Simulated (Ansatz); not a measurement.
A run of Ansatz (development build ahead of 0.2.0) on singlet H₃(+) at this shape:

```yaml
atoms:
  - { symbol: H, position_ang: [0.5186, -0.0084, 0.0040] }
  - { symbol: H, position_ang: [-0.2586, 0.4482, -0.0088] }
  - { symbol: H, position_ang: [-0.2516, -0.4545, 0.0021] }
```

Its results:

| Quantity | Value |
| --- | --- |
| Converged | yes |
| Total energy | -1.29890 hartree |
| Spin squared of the determinant | 0.000 |

Task: Which input gives this output? Name the method, the orbitals and the basis set, and write the input.

Result: RHF in cc-pVTZ. An unrestricted run that stays on the closed shell gives the same numbers.

```yaml
crystal:
  periodic: [false, false, false]
  atoms:
    - { symbol: H, position_ang: [0.51858, -0.00843, 0.00395] }
    - { symbol: H, position_ang: [-0.25859, 0.44822, -0.00879] }
    - { symbol: H, position_ang: [-0.25159, -0.45446, 0.00212] }
basis:
  gaussian: { orbitals: cc-pVTZ }
total_charge: 1
hamiltonian:
  xc: hf
```

Caution: stretched shape with no unrestricted run beside it, a lower state can exist.
